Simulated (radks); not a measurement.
Results of a calculation; reference values are marked as such.
Excited configurations of neutral holmium: one electron is placed in a higher orbital outside [Xe] 4f11 6s1. The ground configuration is [Xe] 4f11 6s2. Level of theory: scalar-relativistic Kohn-Sham, PBE, spin-polarised, spherical densities, point nucleus; open shells are filled with parallel spins first (spin-orbit coupling, left out, can overturn this in heavy ions) (a radial shooting solver on a logarithmic mesh with Libxc functionals). Excitation = E - E(ground); binding = E(ion) - E, where the ion is the core of charge +1; n* = 1/sqrt(2 binding) in atomic units, and the quantum defect is n - n*.

| outer orbital | excitation (eV) | binding (eV) | quantum defect | eigenvalue (eV) | <r> (bohr) |
|---|---|---|---|---|---|
| 5f | 5.083 | 0.981 | 1.277 | -0.471 | 16.24 |
| 6p | 2.192 | 3.872 | 4.125 | -2.061 | 5.368 |
| 6d | 4.514 | 1.550 | 3.037 | -0.790 | 11.38 |
| 6f | 5.366 | 0.698 | 1.585 | -0.403 | 27.38 |
| 7s | 3.751 | 2.313 | 4.575 | -1.425 | 9.644 |
| 7d | 5.076 | 0.988 | 3.289 | -0.581 | 20.72 |

The Delta-SCF ionisation energy is 6.064 eV (NIST Atomic Spectra Database: 6.022 eV, measured). Self-interaction in the functional shifts the binding energies and quantum defects, so they are the method's values and not measured ones. Open shells are spherical and high-spin; term and fine-structure splittings are not resolved. Spin-orbit splitting is averaged out at the scalar-relativistic level.
